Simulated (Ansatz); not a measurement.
Ansatz (a quantum-chemistry and plane-wave program) input:
A basis named .json is the Basis Set Exchange file of that set.

Ansatz 0.2 input:
```yaml
crystal:
  periodic: [false, false, false]
  atoms:
    - {symbol: In, position_ang: [-0.00000000, -0.00000000, -0.30797384]}
    - {symbol: F, position_ang: [0.00000000, 0.00000000, 1.67674645]}
basis:
  gaussian:
    orbitals: def2-TZVPPD.json
total_charge: 1
magnetization: {spin_polarized: true, initial_magnetization: 1}
correlation: {method: ccsd_t, electrons: outside_noble_gas}
```

Q: What final total energy does it print?

A: -288.72526 Eh (CCSD(T)/def2-TZVPPD). The basis has 96 functions.

This state (charge 1, doublet) is run at the relaxed geometry of the species with charge 0 and multiplicity 3.
